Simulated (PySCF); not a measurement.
PySCF input file for C4H5BO, SMILES C#CB1COC1, TDDFT-B3LYP/def2-SVPD. Geometry optimised at r2SCAN-D4/def2-SVP. This is a generated structure with no PubChem entry under its InChIKey; it may be hypothetical.

```python
import numpy as np
from pyscf import gto, scf, dft, tdscf

mol = gto.M(
    atom='''
    C     0.00000000   -0.00000000    2.89688158
    C     0.00000000   -0.00000000    1.67255202
    B     0.00000000   -0.00000000    0.16815965
    C     0.00000000    1.06193510   -1.00145432
    O    -0.00000000    0.00000000   -1.98358411
    C    -0.00000000   -1.06193510   -1.00145432
    H     0.00000000   -0.00000000    3.97275461
    H    -0.89188348    1.71545354   -1.08600740
    H     0.89188347    1.71545354   -1.08600740
    H     0.89188348   -1.71545354   -1.08600740
    H    -0.89188347   -1.71545354   -1.08600740
    ''',
    basis='def2-SVPD',
    charge=0,
    spin=0,
    symmetry=True,
    max_memory=1600,
    verbose=4,
)
mf = dft.RKS(mol, xc='b3lyp').density_fit(auxbasis='def2-universal-jkfit')
mf.grids.level = 3
mf.conv_tol = 1e-9
mf.max_cycle = 100
mf.kernel()
mf.grids = dft.Grids(mol).set(level=1).build(with_non0tab=True)  # coarser grid for the response kernel
td = tdscf.TDDFT(mf)
td.singlet = True
td.nstates = 10
td.conv_tol = 1e-4
td.positive_eig_threshold = 1e-6
td.kernel(x0=td.get_init_guess(mf, 15))
td.analyze()
tt = tdscf.TDA(mf)
tt.singlet = False
tt.nstates = 4
tt.conv_tol = 1e-4
tt.positive_eig_threshold = 1e-6
tt.kernel(x0=tt.get_init_guess(mf, 9))
tt.analyze(verbose=3)
```

Output:

```
PySCF version 2.14.0

[INPUT] verbose = 4
[INPUT] num. atoms = 11
[INPUT] num. electrons = 42
[INPUT] charge = 0
[INPUT] spin (= nelec alpha-beta = 2S) = 0
[INPUT] symmetry True subgroup None
[INPUT] Mole.unit = angstrom
[INPUT] Symbol           X                Y                Z      unit          X                Y                Z       unit  Magmom
[INPUT]  1 C      0.000000000000   0.000000000000   2.896881580000 AA    0.000000000000   0.000000000000   5.474312801497 Bohr   0.0
[INPUT]  2 C      0.000000000000   0.000000000000   1.672552020000 AA    0.000000000000   0.000000000000   3.160665246888 Bohr   0.0
[INPUT]  3 B      0.000000000000   0.000000000000   0.168159650000 AA    0.000000000000   0.000000000000   0.317775683703 Bohr   0.0
[INPUT]  4 C      0.000000000000   1.061935100000  -1.001454320000 AA    0.000000000000   2.006766501063  -1.892474391063 Bohr   0.0
[INPUT]  5 O      0.000000000000   0.000000000000  -1.983584110000 AA    0.000000000000   0.000000000000  -3.748430712939 Bohr   0.0
[INPUT]  6 C      0.000000000000  -1.061935100000  -1.001454320000 AA    0.000000000000  -2.006766501063  -1.892474391063 Bohr   0.0
[INPUT]  7 H      0.000000000000   0.000000000000   3.972754610000 AA    0.000000000000   0.000000000000   7.507418173003 Bohr   0.0
[INPUT]  8 H     -0.891883480000   1.715453540000  -1.086007400000 AA   -1.685415512224   3.241737370016  -2.052256555251 Bohr   0.0
[INPUT]  9 H      0.891883470000   1.715453540000  -1.086007400000 AA    1.685415493327   3.241737370016  -2.052256555251 Bohr   0.0
[INPUT] 10 H      0.891883480000  -1.715453540000  -1.086007400000 AA    1.685415512224  -3.241737370016  -2.052256555251 Bohr   0.0
[INPUT] 11 H     -0.891883470000  -1.715453540000  -1.086007400000 AA   -1.685415493327  -3.241737370016  -2.052256555251 Bohr   0.0

nuclear repulsion = 184.312628432008
point group symmetry = C2v
symmetry origin: [0.00000000e+00 0.00000000e+00 6.29908741e-09]
symmetry axis x: [1.00000000e+00 1.55091866e-09 6.21570494e-19]
symmetry axis y: [ 1.55091866e-09 -1.00000000e+00  5.07668535e-18]
symmetry axis z: [-6.21570502e-19  5.07668535e-18  1.00000000e+00]
num. orbitals of irrep A1 = 67
num. orbitals of irrep A2 = 22
num. orbitals of irrep B1 = 33
num. orbitals of irrep B2 = 41
number of shells = 69
number of NR pGTOs = 233
number of NR cGTOs = 163
basis = def2-SVPD
ecp = {}


[settings echo left out]
init E= -255.835611316845
HOMO (B2) = -0.314509274140348  LUMO (B1) = -0.140031362811811  gap/eV = 4.74779
cycle= 1 E= -255.146029579163  delta_E= 0.69  |g|= 0.604  |ddm|= 10.9
HOMO (B1) = -0.117677315206307  LUMO (B1) = -0.0666163778921352  gap/eV = 1.38944
cycle= 2 E= -254.999849889943  delta_E= 0.146  |g|= 1.04  |ddm|= 2.27
HOMO (B1) = -0.266078817398392  LUMO (B1) = -0.0813039220677803  gap/eV = 5.02798
cycle= 3 E= -255.223556825641  delta_E= -0.224  |g|= 0.132  |ddm|= 1.08
HOMO (B1) = -0.262778250188455  LUMO (B1) = -0.087970167294928  gap/eV = 4.75677
cycle= 4 E= -255.226624228904  delta_E= -0.00307  |g|= 0.0693  |ddm|= 0.273
HOMO (B1) = -0.262195340484455  LUMO (B1) = -0.0885779368818172  gap/eV = 4.72437
cycle= 5 E= -255.22755386619  delta_E= -0.00093  |g|= 0.039  |ddm|= 0.119
HOMO (B1) = -0.262657892149528  LUMO (B1) = -0.0867816611078794  gap/eV = 4.78584
cycle= 6 E= -255.227942921528  delta_E= -0.000389  |g|= 0.004  |ddm|= 0.0464
HOMO (B1) = -0.262690014419818  LUMO (B1) = -0.0866925124795948  gap/eV = 4.78914
cycle= 7 E= -255.227946509079  delta_E= -3.59e-06  |g|= 0.000451  |ddm|= 0.0092
HOMO (B1) = -0.262702592460888  LUMO (B1) = -0.0867904519718408  gap/eV = 4.78681
cycle= 8 E= -255.227946572614  delta_E= -6.35e-08  |g|= 0.000143  |ddm|= 0.00157
HOMO (B1) = -0.262699872454192  LUMO (B1) = -0.0867683685809703  gap/eV = 4.78734
cycle= 9 E= -255.227946579061  delta_E= -6.45e-09  |g|= 2.45e-05  |ddm|= 0.000497
HOMO (B1) = -0.262702051872262  LUMO (B1) = -0.086767090600272  gap/eV = 4.78743
cycle= 10 E= -255.227946579244  delta_E= -1.83e-10  |g|= 1.06e-05  |ddm|= 7.77e-05
HOMO (B1) = -0.262699542900987  LUMO (B1) = -0.0867673353876812  gap/eV = 4.78736
Extra cycle  E= -255.227946579224  delta_E= 2.01e-11  |g|= 1.45e-05  |ddm|= 4.41e-05
converged SCF energy = -255.227946579224
tot grids = 43440
Overwritten attributes  positive_eig_threshold  of <class 'pyscf.tdscf.rks.TDDFT'>


******** <class 'pyscf.tdscf.rks.TDDFT'> for <class 'pyscf.df.df_jk.DFSymAdaptedRKS'> ********
nstates = 10 singlet
deg_eia_thresh = 1.000e-03
wfnsym = None
conv_tol = 0.0001
eigh lindep = 1e-12
eigh level_shift = 0
eigh max_cycle = 100


Excitation energies (eV)
[3.90556991 3.95739998 4.97170791 5.49646554 5.53213235 6.13405414
 6.43400894 6.94331983 6.99962745 7.04966679]

** Singlet excitation energies and oscillator strengths **
Excited State   1:   A1      3.90557 eV    317.45 nm  f=0.0269
      21 -> 22        0.70386
Excited State   2:   A2      3.95740 eV    313.30 nm  f=0.0000
      20 -> 22        0.70389
Excited State   3:   B1      4.97171 eV    249.38 nm  f=0.0025
      19 -> 22       -0.70487
Excited State   4:   A2      5.49647 eV    225.57 nm  f=0.0000
      17 -> 22       -0.69893
Excited State   5:   A1      5.53213 eV    224.12 nm  f=0.0335
      17 -> 23       -0.11645
      18 -> 22        0.61345
      20 -> 23        0.32600
Excited State   6:   A2      6.13405 eV    202.12 nm  f=0.0000
      18 -> 23        0.10460
      21 -> 23        0.69700
Excited State   7:   B1      6.43401 eV    192.70 nm  f=0.0121
      21 -> 24       -0.68648
      21 -> 25        0.16047
Excited State   8:   A2      6.94332 eV    178.57 nm  f=0.0000
      18 -> 23       -0.68927
      21 -> 23        0.10665
Excited State   9:   B1      6.99963 eV    177.13 nm  f=0.0011
      21 -> 24        0.15041
      21 -> 25        0.57179
      21 -> 26       -0.37292
Excited State  10:   B2      7.04967 eV    175.87 nm  f=0.0556
      20 -> 24        0.70374

** Transition electric dipole moments (AU) **
state          X           Y           Z        Dip. S.      Osc.
  1        -0.0000     -0.0000      0.5300      0.2809      0.0269
  2         0.0000     -0.0000     -0.0000      0.0000      0.0000
  3        -0.1431     -0.0000     -0.0000      0.0205      0.0025
  4         0.0000     -0.0000      0.0000      0.0000      0.0000
  5         0.0000     -0.0000      0.4969      0.2469      0.0335
  6         0.0000      0.0000     -0.0000      0.0000      0.0000
  7         0.2773     -0.0000      0.0000      0.0769      0.0121
  8         0.0000     -0.0000      0.0000      0.0000      0.0000
  9        -0.0788     -0.0000      0.0000      0.0062      0.0011
 10        -0.0000      0.5672      0.0000      0.3217      0.0556

** Transition velocity dipole moments (imaginary part, AU) **
state          X           Y           Z        Dip. S.      Osc.
  1         0.0000      0.0000      0.0767      0.0059      0.0274
  2         0.0000     -0.0000      0.0000      0.0000      0.0000
  3        -0.0293     -0.0000     -0.0000      0.0009      0.0031
  4         0.0000      0.0000     -0.0000      0.0000      0.0000
  5         0.0000     -0.0000      0.1007      0.0101      0.0333
  6         0.0000      0.0000     -0.0000      0.0000      0.0000
  7         0.0778      0.0000     -0.0000      0.0061      0.0171
  8         0.0000     -0.0000      0.0000      0.0000      0.0000
  9        -0.0257      0.0000      0.0000      0.0007      0.0017
 10         0.0000      0.1603      0.0000      0.0257      0.0661

** Transition magnetic dipole moments (imaginary part, AU) **
state          X           Y           Z
  1        -0.0000      0.0000      0.0000
  2         0.0000      0.0000      0.9504
  3        -0.0000     -0.5031      0.0000
  4        -0.0000     -0.0000     -0.6946
  5        -0.0000      0.0000      0.0000
  6        -0.0000     -0.0000      0.0659
  7        -0.0000     -0.0416     -0.0000
  8        -0.0000     -0.0000      0.0311
  9         0.0000     -0.8645      0.0000
 10         0.5089      0.0000      0.0000
Overwritten attributes  positive_eig_threshold  of <class 'pyscf.tdscf.rks.TDA'>


******** <class 'pyscf.tdscf.rks.TDA'> for <class 'pyscf.df.df_jk.DFSymAdaptedRKS'> ********
nstates = 4 triplet
deg_eia_thresh = 1.000e-03
wfnsym = None
conv_tol = 0.0001
eigh lindep = 1e-12
eigh level_shift = 0
eigh max_cycle = 100


Excitation energies (eV)
[3.62695268 3.62921385 4.19255614 4.66720923]

** Triplet excitation energies and oscillator strengths **
Excited State   1:   A1      3.62695 eV    341.84 nm  f=0.0000
Excited State   2:   A2      3.62921 eV    341.63 nm  f=0.0000
Excited State   3:   A1      4.19256 eV    295.72 nm  f=0.0000
Excited State   4:   B1      4.66721 eV    265.65 nm  f=0.0000
```

The calculation finished and met its thresholds.

Cost: roughly 3 core-minutes.
